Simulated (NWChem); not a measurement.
# ammonia borane (BNH$_{6}$); SMILES [BH3-][NH3+]

Program: NWChem. Pople sets run with spherical d functions. Coordinates come from a PBE-D3(BJ)/def2-SVP optimisation. Level: PBE0/6-31+G*; rows give the wavelength of the field.

```csv
field,isotropic polarisability (bohr³),anisotropy (bohr³)
static,28.1,0.2
1065 nm,28.4,0.2
589 nm,29.0,0.2
```
